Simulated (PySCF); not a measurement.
PySCF input for CuF₂, SMILES [F][Cu+][F] (connectivity only; charge and spin as stated), charge +1, multiplicity 3, PBE-D3(BJ)/def2-TZVP. The structure is a stationary point at PBE-D3(BJ)/def2-TZVP. The multiplicity is an assumed one; other spin states were not compared.

```python
import numpy as np
from pyscf import gto, scf, dft, df
from pyscf.hessian import thermo

mol = gto.M(
    atom='''
    Cu    0.00000000    0.00000000    0.00000000
    F     0.00000000    0.00000000   -1.71997978
    F     0.00000000    0.00000000    1.71997978
    ''',
    basis='def2-TZVP',
    charge=1,
    spin=2,
    max_memory=1600,
    verbose=3,
)
mf = dft.UKS(mol, xc='pbe').density_fit(auxbasis='def2-universal-jkfit')
mf.disp = 'd3bj'
mf.grids.level = 3
mf.conv_tol = 1e-11
mf.max_cycle = 100
mf.kernel()
fine, coarse = mf.grids, dft.Grids(mol).set(level=1).build(with_non0tab=True)
for _ in range(3):  # follow internal instabilities
    mf.grids = coarse
    mo, _, stable, _ = mf.stability(return_status=True, nroots=4)
    mf.grids = fine
    if stable:
        break
    mf.kernel(mf.make_rdm1(mo, mf.mo_occ))

# [left out here: the lines that compute and print the analytic Hessian (its translational invariance restored by hand, since the grid's response is missing), thermochemistry and intensities]
```

Program output:

```

WARN: HOMO 0.00501547257018217 >= LUMO 0.0050154725701001


WARN: HOMO -0.567616586500679 >= LUMO -0.567616586500605

converged SCF energy = -1839.43452668958  <S^2> = 2.0047943  2S+1 = 3.0031945
<class 'pyscf.df.df_jk.DFUKS'> wavefunction is stable in the internal stability analysis

WARN: DFTD3 does not support analytical Hessian, using finite difference


WARN: Mole.unit (angstrom) is changed to Bohr

Mode                                 0                   1                   2
Irrep
Freq [cm^-1]                       93.2320             93.2320            536.2706
Reduced mass [au]                  25.7543             25.7543             18.9984
Force const [Dyne/A]                0.1319              0.1319              3.2191
Char temp [K]                     134.1401            134.1401            771.5740
Normal mode                   x     y     z       x     y     z       x     y     z
       0  Cu                 0.02  0.07  0.00   -0.07  0.02  0.00   -0.00  0.00 -0.00
       1   F                -0.03 -0.12 -0.00    0.12 -0.03  0.00    0.00 -0.00 -0.16
       2   F                -0.03 -0.12 -0.00    0.12 -0.03 -0.00    0.00 -0.00  0.16
Mode                                 3
Irrep
Freq [cm^-1]                      718.6274
Reduced mass [au]                  25.7543
Force const [Dyne/A]                7.8362
Char temp [K]                    1033.9449
Normal mode                   x     y     z
       0  Cu                 0.00  0.00 -0.08
       1   F                -0.00 -0.00  0.13
       2   F                -0.00 -0.00  0.13
temperature 298.1500 [K]
pressure 101325.00 [Pa]
Rotational constants [GHz] inf 4.49597 4.49597
Symmetry number 2
Zero-point energy (ZPE) 0.00328 [Eh]   8621.260 [J/mol]
                           tot       elec      trans        rot        vib
Entropy [J/mol/K]       271.820      9.134    166.371     62.674     33.641
Cv [J/mol/K]             45.354      0.000     12.472      8.314     24.568
Cp [J/mol/K]             53.668      0.000     20.786      8.314     24.568
Internal energy [J/mol]                      3718.434   2478.956  13345.424
Internal energy [Eh]   -1839.42708  -1839.43453
Enthalpy [J/mol]                             6197.391   2478.956  13345.424
Enthalpy [Eh]          -1839.42614
Gibbs free energy [J/mol]                  -43406.129 -16207.365   3315.481
Gibbs free energy [Eh] -1839.45701
mode   freq/cm-1   IR/(km/mol)
   1       93.23        13.819
   2       93.23        13.819
   3      536.27         0.000
   4      718.63         0.658
max |gradient| / (hartree/bohr): 3.2802412691354386e-05
APT charges: [ 1.0551 -0.0276 -0.0276]
```

Self-consistency was reached.
